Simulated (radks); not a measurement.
Ir+, 76 electrons, occupied as [Xe] 4f14 5d7 6s0.5 6p0.5 (fractional occupations, a model configuration). All-electron calculation, Dirac Kohn-Sham, PBE, spin-unpolarised, spherical densities, point nucleus; open shells fill j = l - 1/2 first. Program: a radial shooting solver on a logarithmic mesh with Libxc functionals.

Radial electron density D(r) = 4 pi r^2 rho(r):

r (bohr)   D(r) (e/bohr)
0.0008933          8.004
0.001048           10.18
0.00122            12.75
0.001432           16.07
0.001667           19.92
0.001957           24.82
0.002278           30.36
0.002673           37.22
0.003112           44.71
0.003652           53.60
0.004251           62.84
0.004989           73.10
0.005808           82.92
0.006815           92.69
0.007934           100.7
0.009311           107.0
0.01084            110.2
0.01272            110.4
0.01481            107.8
0.01738            103.3
0.02039            99.15
0.02374            97.87
0.02786            101.5
0.03243            110.3
0.03806            123.4
0.04431            135.4
0.052              142.1
0.06053            139.4
0.07104            128.3
0.0827             116.3
0.09705            111.0
0.113              116.8
0.1326             128.0
0.1543             131.5
0.1811             118.7
0.2109             95.29
0.2474             74.91
0.2881             70.88
0.338              78.90
0.3935             83.91
0.4618             75.91
0.542              57.36
0.6309             39.63
0.7404             27.51
0.8619             21.82
1.011              18.24
1.178              14.75
1.382              10.71
1.609              7.273
1.888              4.569
2.198              2.851
2.579              1.684
3.002             0.9766
3.523             0.5120
4.102             0.2542
4.814             0.1090
5.604            0.04277
6.576            0.01332
7.656           0.003519
8.984          0.0006492

D(r) has 4 maxima, at r = 0.0118, 0.0537, 0.149, 0.390 bohr, and minima at 0.0232, 0.0963, 0.277 bohr, inside which lie 2.03, 11.09, 29.96 electrons.
